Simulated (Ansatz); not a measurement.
One change: `FCS[SiH3]` becomes `COCS[SiH3]`.

Ansatz, PBE0-D4/def2-TZVP geometries, multiplicity 1. Each molecule was computed in one conformer, which needn't be the lowest.

| property | `FCS[SiH3]` |
| --- | --- |
| HOMO energy (B3LYP/def2-TZVPP) / eV | -7.29 |
| LUMO energy (PBE/def2-TZVPP) / eV | -0.90 |
| HOMO–LUMO gap (ωB97M-V/def2-TZVPP) / eV | 11.48 |
| size of the dipole moment (PBE/def2-TZVPP) / D | 1.30 |
| size of the dipole moment (ωB97M-V/def2-TZVPP) / D | 1.39 |
| size of the dipole moment (B3LYP/def2-TZVPP) / D | 1.40 |

Q: Give the same properties after the change, and the shifts. (An estimate is asked.)

A: The calculation gave: 
```json
{"property": "HOMO energy (B3LYP/def2-TZVPP) / eV", "`COCS[SiH3]`": "-6.91", "shift": "0.38"}
{"property": "LUMO energy (PBE/def2-TZVPP) / eV", "`COCS[SiH3]`": "-0.66", "shift": "0.24"}
{"property": "HOMO–LUMO gap (ωB97M-V/def2-TZVPP) / eV", "`COCS[SiH3]`": "11.36", "shift": "-0.12"}
{"property": "size of the dipole moment (PBE/def2-TZVPP) / D", "`COCS[SiH3]`": "1.20", "shift": "-0.10"}
{"property": "size of the dipole moment (ωB97M-V/def2-TZVPP) / D", "`COCS[SiH3]`": "1.11", "shift": "-0.28"}
{"property": "size of the dipole moment (B3LYP/def2-TZVPP) / D", "`COCS[SiH3]`": "1.14", "shift": "-0.26"}
```

With PBE0 the HOMO rises by 0.38 eV and the LUMO rises by 0.26 eV, so the gap narrows by about 0.12 eV. PBE moves the HOMO by 0.37 eV and ωB97M-V by 0.37 eV. Dipoles are sizes alone; their direction can turn.

B3LYP here is the variant with VWN-RPA as its local correlation; programs differ in this.
